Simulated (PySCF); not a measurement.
Delta-SCF ions had no search for a lower state. Excitations are Tamm–Dancoff values on a coarser integration grid. The basis has no diffuse functions, so Rydberg states are missing or too high.

H5FSi3, SMILES `[SiH3][Si](=[SiH2])F` (charge 0, multiplicity 1)

All values below come from PBE-D3(BJ)/def2-TZVP // ωB97X-D3(BJ)/def2-TZVP in PySCF.

```json
{
  "HOMO": "-5.22 eV",
  "dipole_moment": "1.00 D",
  "LUMO": "-2.63 eV",
  "HOMO–LUMO gap": "2.59 eV",
  "S1 excitation (TDA)": "3.29 eV",
  "S1 oscillator strength": "0.004",
  "brightest of the four lowest singlets (TDA)": "4.21 eV",
  "T1 excitation (TDA)": "1.89 eV",
  "S1–T1 gap (TDA)": "1.39 eV",
  "vertical ionisation energy (Delta-SCF)": "7.85 eV",
  "total_energy": "-970.8508 Ha",
  "cost": "roughly 80 core-seconds"
}
```

```xyz
9

F     -0.1429     1.9740    -1.3015
Si    -0.2882     0.7393    -0.2798
Si    -2.1328    -0.2777     0.0134
Si     1.7268    -0.2695     0.2283
H     -3.4637     0.2785    -0.3016
H     -2.1040    -1.2954     1.0838
H      2.4186    -0.7410    -0.9950
H      1.3831    -1.4179     1.1005
H      2.6140     0.6700     0.9551
```
Charge 0, spin multiplicity 1.
